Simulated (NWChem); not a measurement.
System: GeNH₄O₂F; SMILES [NH2][Ge]([OH])([OH])[F]

```xyz
9

N     -0.6818    -1.6381     0.3157
Ge    -0.0038    -0.0072    -0.0185
O      0.3233     0.9675     1.4039
O     -1.0257     0.9893    -1.0321
F      1.5097    -0.3177    -0.8073
H     -1.6940    -1.6832     0.3857
H     -0.3440    -2.3577    -0.3172
H      0.8637     0.5065     2.0552
H     -0.8400     1.9292    -0.9213
```
Atoms are numbered in this order, from 1.

Level: PBE0/def2-SVP (NWChem), optimised geometry, unscaled harmonic frequencies. 

List the harmonic frequencies with IR intensities, and the thermochemistry.


```csv
frequency (cm⁻¹),IR intensity (km/mol)
118,4.7
151,60.3
181,26.2
232,7.0
259,28.2
262,27.5
296,37.0
310,183.1
517,192.9
702,15.8
738,78.6
764,136.7
773,94.5
882,7.8
902,100.4
916,120.4
1539,34.2
3589,33.4
3693,46.0
3895,98.3
3906,91.7
```

- zero-point energy = 35.2 kcal/mol
- thermal correction to the enthalpy at 298.15 K (with zero-point energy) = 40.7 kcal/mol
- heat capacity Cv = 26.0 cal/(mol K)
- entropy at 298.15 K and 1 atm (symmetry number 1) = 85.4 cal/(mol K)
- dipole moment = 1.63 D

Rigid rotor and harmonic oscillator.
